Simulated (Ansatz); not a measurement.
Calculated with Ansatz (gas phase, PBE0-D4/def2-TZVP geometries, no zero-point term in ΔE). CCSD(T)/CBS is the MP2 limit (def2-TZVPP, def2-QZVPP) plus CCSD(T) − MP2 in def2-TZVPP, frozen cores. This one scheme is used for every species. For Ga outer-core shells are correlated without core-valence functions, which leaves a few kJ/mol of doubt a bond. Scalar relativity is left out up to krypton. One conformer a species, not always the lowest.

`[CH3][GaH][CH3]` + H₂S → `[CH3][GaH][SH]` + CH₄  (ligand exchange at a Ga–C bond)

`[CH3][GaH][CH3]`:

Cartesian coordinates in Å:
```
C -1.056 -0.992 -0.935
Ga 0.131 0.526 -0.519
C 0.974 0.665 1.257
H -0.444 -1.847 -1.245
H -1.747 -0.771 -1.749
H -1.625 -1.307 -0.058
H 0.406 1.634 -1.610
H 0.270 1.140 1.949
H 1.880 1.273 1.242
H 1.211 -0.320 1.667
```

H₂S:

Z-matrix (Å, degrees):
```
S
H 1 1.341
H 1 1.341 2 92.3
```

`[CH3][GaH][SH]`:

Cartesian coordinates in Å:
```
C 0.994 -0.288 -0.534
Ga -0.286 0.015 0.920
S -2.318 0.745 0.461
H 1.904 0.292 -0.358
H 0.582 -0.011 -1.505
H 1.280 -1.342 -0.562
H -0.028 -0.212 2.446
H -2.127 0.802 -0.867
```

CH₄:

Z-matrix (Å, degrees):
```
C
H 1 1.090
H 1 1.090 2 109.5
H 1 1.090 2 109.5 3 -120.0
H 1 1.090 2 109.5 3 120.0
```

```csv
species,CCSD(T)/CBS(def2) energy (Eh)
`[CH3][GaH][CH3]`,-2004.25596
H₂S,-398.97279
`[CH3][GaH][SH]`,-2362.81343
CH₄,-40.46206
```

Work out ΔE.

ΔE = (-2362.81343) + (-40.46206) − (-2004.25596) − (-398.97279) = -0.04674 Eh = -122.7 kJ/mol.

Largest T1 diagnostic among the species: 0.012.

At CCSD(T), def2-SVP lies −6.1 kJ/mol from the extrapolated value and def2-TZVPP +1.1 kJ/mol. In def2-TZVPP, CCSD(T) changes the Hartree–Fock value by +8.2 kJ/mol (the triples alone add −1.1 kJ/mol) and MP2 by +5.3 kJ/mol.
